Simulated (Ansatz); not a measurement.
Z-matrix (Å, degrees):
```
Si
Si 1 2.336
H 1 1.485 2 108.7
H 1 1.485 2 108.7 3 119.5
H 1 1.486 2 110.1 3 -120.3
S 2 2.128 1 107.6 3 -177.1
Br 2 2.235 1 108.0 3 -55.7
H 2 1.483 1 114.0 3 60.9
H 6 1.344 2 94.9 1 -170.3
```

Charge 0, multiplicity 1.

**Question.** List the r2SCAN/def2-TZVPP orbital energies in eV (Ansatz 0.2.0). (Best estimate.)

**Answer.** Computed: Occupied: -13121.95, -2409.48, -1792.52, -1791.22, -1695.18, -1525.94, -1525.88, -1525.88, -234.84, -213.93, -175.06, -174.86, -174.86, -158.01, -157.92, -157.81, -142.84, -141.73, -97.75, -97.70, -97.65, -96.59, -96.58, -96.57, -68.89, -68.84, -68.84, -68.69, -68.69, -20.31, -19.31, -14.63, -12.88, -11.13, -9.86, -9.30, -9.09, -8.90, -8.50, -7.58, -7.21, -6.89. Lowest empty: -1.28, -1.11, -0.55, -0.07, 0.50, 0.91, 1.13, 1.27.
